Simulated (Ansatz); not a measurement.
[MoO(H2O)Cl4]- (MoCl₄O₂H₂⁻). The state is a doublet with charge -1. Geometry r2SCAN-D4/def2-SVPD; atoms count from 1.

```xyz
9

Mo    0.3202   -0.7212    0.4102
O     0.4615   -2.1927    1.1669
O    -0.1793    1.4451   -0.7494
H    -0.8749    1.6999   -0.1198
H    -0.6613    1.0214   -1.4796
Cl   -1.1687   -1.3299   -1.4158
Cl    1.6389    0.6933    1.7813
Cl    2.0983   -0.7733   -1.1568
Cl   -1.6346    0.1573    1.5631
```

In the def2 sets Mo takes a core potential; there is no spin–orbit coupling. No other spin state of charge -1 was run.

(1) Estimate the Mulliken populations from the PBE0/def2-TZVPD orbitals of Ansatz.

(2) Where does the spin sit?

(3) And the Mayer bond orders between bonded heavy atoms (over 0.3)?

Results:

(1) 
```csv
atom,charge (e),spin (α − β),d electrons
Mo1,0.82,1.06,3.83
O2,-0.49,-0.11,–
O3,-0.50,-0.01,–
H4,0.37,0.00,–
H5,0.37,0.00,–
Cl6,-0.44,0.01,–
Cl7,-0.35,0.02,–
Cl8,-0.35,0.02,–
Cl9,-0.44,0.01,–
```
Mulliken values and Mayer orders depend strongly on the basis. With diffuse functions, as here, like atoms can get unlike values, and bond orders can come out too low or too high.

(2) Summed by element: Mo 1.06, O -0.12, H 0.00, Cl 0.06, of 1 unpaired in all. Largest on single atoms: Mo1 1.06, O2 -0.11, Cl7 0.02.

(3) Mo1–O2 1.89 (1.66 Å); Mo1–Cl6 0.93 (2.43 Å); Mo1–Cl7 1.06 (2.37 Å); Mo1–Cl8 1.06 (2.37 Å); Mo1–Cl9 0.93 (2.43 Å).
